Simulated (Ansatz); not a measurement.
Ansatz results at the PBE0-D4/def2-TZVP geometry: LUMO energy (PBE0/def2-TZVPP) 0.54 eV; HOMO–LUMO gap (B3LYP/def2-TZVPP) 7.06 eV; HOMO–LUMO gap (PBE/def2-TZVPP) 5.46 eV.

Each molecule was computed in one conformer, which needn't be the lowest.

Task: Which molecule gave them?
A. `CNB(F)S`
B. `O[CH2][GaH2]`
C. `BNC=C=C`
D. `N=[CH][AlH2]`

Result: A. The others give `O[CH2][GaH2]`: -1.46, 5.64, 4.04; `BNC=C=C`: -0.41, 5.89, 4.33; `N=[CH][AlH2]`: -2.03, 4.53, 2.69.

B3LYP here is the variant with VWN-RPA as its local correlation; programs differ in this.
